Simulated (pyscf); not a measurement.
Structures and frequencies: ωB97X-D3(BJ)/def2-SVP in PySCF.

Estimate by transition-state theory (the high-pressure limit) the rate constant of H₂As–SiH₂–AsH₂ (SMILES [AsH2][SiH2][AsH2]) -> H₂Si=AsH (SMILES [SiH2]=[AsH]) + AsH₃ (SMILES [AsH3]) (singlet surface; As–H, As–Si broken, As–H formed) at 900 K, with ωB97M-D3(BJ)/def2-TZVP energies (ideal gas, 1 atm, RRHO with modes under 100 cm⁻¹ raised to 100, one conformer, R ln 2 for chiral ones without a mode under 150 cm⁻¹; no tunnelling).

The electronic barrier is 61.5 kcal/mol and the thermal terms add -0.9, so ΔG‡ = 60.6 kcal/mol. With k_BT/h = 1.88e+13 s⁻¹ and RT = 1.788 kcal/mol, k = 3.6e-02 s⁻¹. Wigner's tunnelling factor for 1224i cm⁻¹ would be 1.16. A shift of 1 kcal/mol in the barrier changes k by a factor 1.7. At the saddle there is also a short H–Si contact that neither side keeps. The same reactants have a lower exit, to :HSi–AsH₂ [singlet] + AsH₃ (highest point, the separated products, at +54.8 kcal/mol at ωB97M-D3(BJ)/def2-TZVP, against +61.5 kcal/mol here). One saddle was located; it need not be the lowest between these sides. Elements up to Kr have no core potential and no relativistic terms here.
